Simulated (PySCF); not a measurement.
# How the method moves the HOMO and LUMO of `BCC#C`

C₃H₅B.
SMILES with atom numbers: `[BH2:1][CH2:2][C:3]#[CH:4]` (hydrogens: H5, H6 on B1; H7, H8 on C2; H9 on C4)

Cartesian coordinates in Å at the PBE0-D3(BJ)/def2-SVP level; atoms count from 1:
```xyz
9
C3H5B angstrom
B     -1.3117    0.7863    0.0005
C     -0.4134   -0.4944   -0.0878
C      1.0267   -0.3198   -0.1579
C      2.2253   -0.1542   -0.2110
H     -0.8561    1.9013   -0.0736
H     -2.5051    0.6331    0.1262
H     -0.6933   -1.1659    0.7473
H     -0.7853   -1.0424   -0.9794
H      3.2883   -0.0095   -0.2589
```

Basis pcSseg-2 throughout (PySCF), one geometry. Geometry: PBE0-D3(BJ)/def2-SVP, one conformer, isolated molecule.

Q: How do the orbital energies, the gap and the dipole change with the method?

A: 
| method | kind | HOMO (eV) | LUMO (eV) | gap (eV) | μ (D) | SCF cycles |
| --- | --- | --- | --- | --- | --- | --- |
| BLYP | GGA | -6.20 | -2.55 | 3.65 | 0.83 | 14 |
| B97-D | GGA | -6.30 | -2.46 | 3.84 | 0.82 | 14 |
| OPBE | GGA | -6.33 | -2.49 | 3.84 | 0.85 | 14 |
| KT2 | GGA | -6.34 | -2.68 | 3.67 | 0.82 | 14 |
| KT3 | GGA | -6.36 | -2.59 | 3.77 | 0.81 | 14 |
| PBE | GGA | -6.36 | -2.69 | 3.67 | 0.85 | 14 |
| BP86 | GGA | -6.44 | -2.72 | 3.72 | 0.85 | 14 |
| LDA | LDA | -6.52 | -2.97 | 3.55 | 0.89 | 14 |
| B97-2 | global hybrid | -7.29 | -1.60 | 5.68 | 0.81 | 14 |
| B3LYP | global hybrid | -7.32 | -1.88 | 5.44 | 0.81 | 14 |
| PBE0 | global hybrid | -7.55 | -1.63 | 5.92 | 0.83 | 14 |
| mPW1PW91 | global hybrid | -7.57 | -1.63 | 5.94 | 0.82 | 14 |
| BHandHLYP | global hybrid | -8.61 | -0.59 | 8.02 | 0.79 | 12 |
| CAM-B3LYP | range-separated hybrid | -8.92 | -0.55 | 8.37 | 0.81 | 12 |
| wB97X-D | range-separated hybrid | -9.42 | 0.30 | 9.72 | 0.82 | 13 |
| HF | Hartree–Fock | -10.24 | 1.73 | 11.96 | 0.76 | 11 |
| LC-wPBE | range-separated hybrid | -10.34 | 0.69 | 11.03 | 0.80 | 12 |

The HOMO spans 4.13 eV, from BLYP down to LC-wPBE, and the gap runs from 3.55 eV (LDA) to 11.96 eV (HF). Over the methods BLYP (0 %), B97-D (0 %), OPBE (0 %), KT2 (0 %), KT3 (0 %), PBE (0 %), BP86 (0 %), LDA (0 %), B97-2 (21 %), B3LYP (20 %), PBE0 (25 %), mPW1PW91 (25 %), BHandHLYP (50 %), HF (100 %), a straight line through the gap against the share of exact exchange rises by 0.83 eV for each 10 % (correlation coefficient 0.999). The dipole ranges from 0.76 D (HF) to 0.89 D (LDA). This basis has no diffuse functions.
